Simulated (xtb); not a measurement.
chloroform (CHCl₃), singlet, geometry from GFN2-xTB. Base run: GFN0-xTB in xtb.

Geometry (Å):
```xyz
5

C     -0.0010     0.0071     0.4810
H     -0.0033     0.0232     1.5723
Cl     0.0093     1.6740    -0.1122
Cl     1.4466    -0.8467    -0.0718
Cl    -1.4553    -0.8311    -0.0783
```
All else is at xtb's defaults.
Base energy -15.51505 Eh.

Variants of this job, named by their change:

```csv
change,ΔE vs base (mEh),HOMO-LUMO gap (eV)
base,0.000,5.23
acc = 0.1,0.000,5.23
acc = 0.0001,0.000,5.23
acc = 30,0.000,5.23
etemp = 10,0.000,5.23
etemp = 1000,0.000,5.23
```
